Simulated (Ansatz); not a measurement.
H$_{3}$BClN (SMILES NBCl), singlet, geometry from GFN2-xTB; MP2/aug-cc-pVTZ (Ansatz, an electronic-structure program).

Here is a job for Ansatz.
Ansatz 0.2 input:
```yaml
crystal:
  periodic: [false, false, false]
  atoms:
    - {symbol: B, position_ang: [-0.74207550, -0.14545416, 0.16847328]}
    - {symbol: H, position_ang: [-1.48423177, -0.77356190, 0.81849369]}
    - {symbol: Cl, position_ang: [0.95718618, -0.37189337, 0.34091595]}
    - {symbol: N, position_ang: [-1.19154924, 0.78601962, -0.74671519]}
    - {symbol: H, position_ang: [-2.16362114, 0.98184994, -0.91150417]}
    - {symbol: H, position_ang: [-0.57308996, 1.33903266, -1.31792067]}
basis:
  gaussian:
    orbitals: aug-cc-pVTZ
magnetization: {spin_polarized: false}
correlation: {method: mp2}
```

The log (banner, timings and long lists left out):

```
Functional definition: HF
1191 factors; integrals over basis functions are off by at most 1.1e-3 eV
mean field evaluation 1: about -14705.7336 eV, gradient 3.5e1 eV
mean field evaluation 2: about -14705.7363 eV, gradient 3.5e1 eV
mean field evaluation 4: about -14708.3205 eV, gradient 2.7e0 eV
mean field evaluation 8: about -14708.3503 eV, gradient 1.4e-1 eV
mean field -14708.35047506 eV, -540.5219102805 hartree, gradient 1.5e-6 eV, S^2 0.000000; 0 other end points of the search recorded, 0 dependent functions left out
7 core orbitals not correlated
reference -14708.35047506 eV, -540.5219102805 hartree; 9, 9 occupied and 195, 195 virtual orbitals, 1191 factors
second order -14.03713378 eV of doubles, -0.00000000 eV of singles
Total energy: -14722.38760885 eV, -541.0377654323 hartree
```
